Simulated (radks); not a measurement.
The cerium ion Ce2+, 56 electrons, occupied as [Xe] 4f2 (the NIST ground configuration). Calculated with a radial shooting solver on a logarithmic mesh with Libxc functionals: Dirac Kohn-Sham, PBE, spin-unpolarised, spherical densities, finite nucleus; open shells fill j = l - 1/2 first; Fermi nuclear charge, rms radius 4.8771 fm.

Unscreened Slater integrals over Kohn-Sham orbitals (hartree). Large and small components are both included. Empty in this configuration: 4f7/2.

\begin{tabular}{lr}
integral & value \\ \hline
F0(4f5/2,4f5/2) & 0.78087 \\
F2(4f5/2,4f5/2) & 0.35082 \\
F4(4f5/2,4f5/2) & 0.21630 \\
F0(4f5/2,5p3/2) & 0.56720 \\
F2(4f5/2,5p3/2) & 0.21743 \\
G2(4f5/2,5p3/2) & 0.13781 \\
G4(4f5/2,5p3/2) & 0.10141 \\
F0(4f5/2,5p1/2) & 0.58707 \\
G2(4f5/2,5p1/2) & 0.15076 \\
F0(4f5/2,5s1/2) & 0.63739 \\
G3(4f5/2,5s1/2) & 0.15028 \\
F0(4f5/2,4f7/2) & 0.77574 \\
F2(4f5/2,4f7/2) & 0.34817 \\
F4(4f5/2,4f7/2) & 0.21460 \\
G2(4f5/2,4f7/2) & 0.34772 \\
G4(4f5/2,4f7/2) & 0.21435 \\
G6(4f5/2,4f7/2) & 0.15315 \\
F0(5p3/2,5p3/2) & 0.49492 \\
F2(5p3/2,5p3/2) & 0.26722 \\
F0(5p3/2,5p1/2) & 0.50601 \\
G2(5p3/2,5p1/2) & 0.27143 \\
F0(5p3/2,5s1/2) & 0.53222 \\
G1(5p3/2,5s1/2) & 0.35193 \\
F0(5p3/2,4f7/2) & 0.56518 \\
F2(5p3/2,4f7/2) & 0.21805 \\
G2(5p3/2,4f7/2) & 0.13951 \\
G4(5p3/2,4f7/2) & 0.10243 \\
F0(5p1/2,5p1/2) & 0.51815 \\
F0(5p1/2,5s1/2) & 0.54697 \\
G1(5p1/2,5s1/2) & 0.37346 \\
F0(5p1/2,4f7/2) & 0.58486 \\
G4(5p1/2,4f7/2) & 0.11119 \\
F0(5s1/2,5s1/2) & 0.58240 \\
F0(5s1/2,4f7/2) & 0.63465 \\
G3(5s1/2,4f7/2) & 0.15122 \\
F0(4f7/2,4f7/2) & 0.77068 \\
F2(4f7/2,4f7/2) & 0.34558 \\
F4(4f7/2,4f7/2) & 0.21295 \\
F6(4f7/2,4f7/2) & 0.15214 \\
\end{tabular}
